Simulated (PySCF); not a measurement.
## Calculated data, B2GeH6N, CH10GeSi2, GeH4NOSi

All values are calculated (PySCF 2.14.0). Calculation on a computer-drawn molecule: optimised geometry and harmonic frequencies of an isolated molecule of the commonest isotopes, restricted reference for singlets and unrestricted otherwise, frozen core in MP2; on germanium a core potential holds 10 electrons, which the energies leave out, and 3d is frozen in MP2 and coupled-cluster steps.

Common to all runs: method HF; basis and core potential on germanium cc-pVDZ-PP ECP10MDF.

```yaml
- entry: 1
  formula: B2GeH6N
  start_structure:
    atoms_angstrom:
      - [B, -1.7375, 0.9707, 1.1736]
      - [B, -0.621, -0.1021, 0.9859]
      - ["N", 0.396, -0.9701, 0.7518]
      - [Ge, 2.2755, -0.8149, 1.2188]
      - [H, -1.5452, 2.0347, 1.7094]
      - [H, -2.8531, 0.8421, 0.8603]
      - [H, 0.1662, -1.9805, 0.2712]
      - [H, 2.461, -1.9717, 2.1597]
      - [H, 2.3385, 0.5761, 1.872]
      - [H, 2.8827, -0.9728, -0.1436]
  given:
    charge: 1
    multiplicity: 1
    basis: cc-pVDZ
    drawn_bonds_atom: [1, 2, 3, 1, 1, 3, 4, 4, 4]
    drawn_bonds_other_atom: [2, 3, 4, 5, 6, 7, 8, 9, 10]
    drawn_bonds_order: [1, 1, 1, 1, 1, 1, 1, 1, 1]
  results:
    optimised_atom_element: [B, B, "N", Ge, H, H, H, H, H, H]
    "optimised_atom_x [angstrom]": [-1.799, -0.5887, 0.3617, 2.283, -1.489, -2.91, 0.1203, 2.492, 2.32, 2.973]
    "optimised_atom_y [angstrom]": [1.033, -0.141, -1.014, -0.8306, 2.053, 0.7893, -1.892, -1.972, 0.5552, -0.9691]
    "optimised_atom_z [angstrom]": [1.203, 0.9291, 0.736, 1.217, 1.73, 0.8578, 0.2921, 2.187, 1.828, -0.1211]
    "modes_frequency [cm^-1]": [90.13, 96.74, 172.0, 312.8, 322.7, 479.3, 524.1, 642.3, 689.9, 722.8, 823.3, 926.5, 940.4, 946.0, 984.4, 1130, 1241, 1779, 2319, 2331, 2335, 2751, 2865, 3709]
    "modes_reduced_mass [dalton]": [1.18, 3.632, 1.098, 3.211, 2.903, 3.182, 1.18, 1.26, 1.232, 2.952, 1.785, 1.057, 1.024, 1.023, 1.412, 1.19, 1.131, 10.45, 1.015, 1.02, 1.026, 1.048, 1.131, 1.076]
    "rotational_constants [GHz]": [19.36, 1.696, 1.592]
    "total_energy [hartree]": -400.4496
    "convergence_status_largest_gradient_component [hartree/bohr]": 4.268e-05
- entry: 2
  formula: CH10GeSi2
  start_structure:
    atoms_angstrom:
      - [Si, 1.3217, 1.1717, -0.5649]
      - [Si, -0.8291, 0.387, -1.0738]
      - [C, -1.7755, 0.182, 0.4794]
      - [Ge, -1.0604, -1.0756, 1.8481]
      - [H, 1.3309, 2.0437, 0.5613]
      - [H, 2.2362, 0.0582, -0.2972]
      - [H, 1.8674, 1.8268, -1.7322]
      - [H, -1.5466, 1.2781, -1.9044]
      - [H, -0.8096, -0.9491, -1.7824]
      - [H, -1.9806, 1.122, 0.9985]
      - [H, -2.8798, -0.1444, 0.2809]
      - [H, 0.2702, -0.6271, 2.2876]
      - [H, -0.8687, -2.4756, 1.2086]
      - [H, -1.9333, -1.2275, 3.0147]
  given:
    charge: 0
    multiplicity: 1
    basis: "cc-pV(D+d)Z"
    drawn_bonds_atom: [1, 2, 3, 1, 1, 1, 2, 2, 3, 3, 4, 4, 4]
    drawn_bonds_other_atom: [2, 3, 4, 5, 6, 7, 8, 9, 10, 11, 12, 13, 14]
    drawn_bonds_order: [1, 1, 1, 1, 1, 1, 1, 1, 1, 1, 1, 1, 1]
  results:
    "rotational_constants [GHz]": null
    "total_energy [hartree]": null
- entry: 3
  formula: GeH4NOSi
  start_structure:
    atoms_angstrom:
      - ["N", 0.1617, 0.6197, 0.0253]
      - [Si, 0.2698, -0.4331, -1.2173]
      - [O, 1.5614, -1.0867, -1.8243]
      - [Ge, -1.9659, -0.8347, -1.8919]
      - [H, 0.9905, 1.0754, 0.4435]
      - [H, -0.6724, 1.0733, 0.2781]
      - [H, -2.4341, 0.4933, -2.4449]
      - [H, -1.8615, -1.5787, -3.3434]
  given:
    charge: 0
    multiplicity: 2
    basis: "cc-pV(D+d)Z"
    drawn_bonds_atom: [1, 2, 2, 1, 1, 4, 4]
    drawn_bonds_other_atom: [2, 3, 4, 5, 6, 7, 8]
    drawn_bonds_order: [1, 2, 1, 1, 1, 1, 1]
  results:
    "rotational_constants [GHz]": null
    "total_energy [hartree]": null
    spin_squared: null
```

**Q.** What rotational constants does the calculation give for CH10GeSi2 (entry 2)?
**A.** 4.454, 0.9922, 0.8617 GHz

**Q.** Give the missing total energy for CH10GeSi2 (entry 2).
**A.** -914.9308 hartree

**Q.** Give the table of modes values for CH10GeSi2 (entry 2).
**A.** 
Modes:
```csv
frequency (cm⁻¹),reduced mass (dalton)
40.47,2.371
82.32,1.14
107.4,1.53
142.1,1.734
190.8,3.056
380.9,1.09
422.4,4.859
493.2,1.073
510.7,2.284
553.1,1.185
578,1.143
682.6,1.5
729,1.238
761.9,2.327
830,1.33
885.8,1.216
936.6,1.072
965.8,1.021
968.9,1.029
987.8,1.119
1020,1.041
1025,1.035
1034,1.046
1108,1.04
1176,1.427
1507,1.086
2210,1.023
2212,1.023
2231,1.012
2275,1.044
2283,1.034
2293,1.046
2299,1.049
2304,1.027
3175,1.059
3228,1.102
```

**Q.** Give the missing rotational constants for GeH4NOSi (entry 3).
**A.** 7.089, 1.883, 1.494 GHz

**Q.** GeH4NOSi (entry 3): total energy?
**A.** -713.9751 hartree

**Q.** What spin squared does the calculation give for GeH4NOSi (entry 3)?
**A.** 0.7604

Further results for CH10GeSi2 (entry 2):

- convergence status largest gradient component: 3.932e-05 hartree/bohr

Optimised structure:
```xyz
14
CH10GeSi2
Si     1.3647     1.2412    -0.6625
Si    -0.8252     0.4064    -1.0163
C     -1.7954     0.1396     0.5830
Ge    -1.1245    -1.2181     1.8438
H      1.3240     2.4587     0.1865
H      2.2273     0.2354     0.0042
H      1.9784     1.5970    -1.9659
H     -1.5502     1.3780    -1.8767
H     -0.7323    -0.8727    -1.7666
H     -1.8633     1.0893     1.1238
H     -2.8196    -0.1437     0.3174
H      0.2630    -0.8231     2.3646
H     -1.0216    -2.5833     1.1537
H     -2.0824    -1.3345     3.0352
```

Further results for GeH4NOSi (entry 3):

* convergence status largest gradient component: 3.1e-05 hartree/bohr

Optimised structure:
```xyz
8
GeH4NOSi
N      0.2227     0.7387    -0.0570
Si     0.3054    -0.4635    -1.2178
O      1.5325    -1.2526    -1.5626
Ge    -1.8277    -0.8634    -2.1581
H      1.0211     1.0095     0.4866
H     -0.5961     1.2763     0.1490
H     -2.8087     0.3079    -2.0394
H     -1.7996    -1.4244    -3.5756
```

Modes:
```csv
frequency (cm⁻¹),reduced mass (dalton)
132.7,1.078
154.4,4.157
239.2,7.378
286.8,4.431
388.9,1.166
401.6,3.832
483.4,1.253
493.4,1.136
525.1,1.12
847.8,1.432
906.3,1.424
944.3,2.214
1338,15.74
1673,1.136
2210,1.019
2249,1.022
3781,1.051
3890,1.098
```
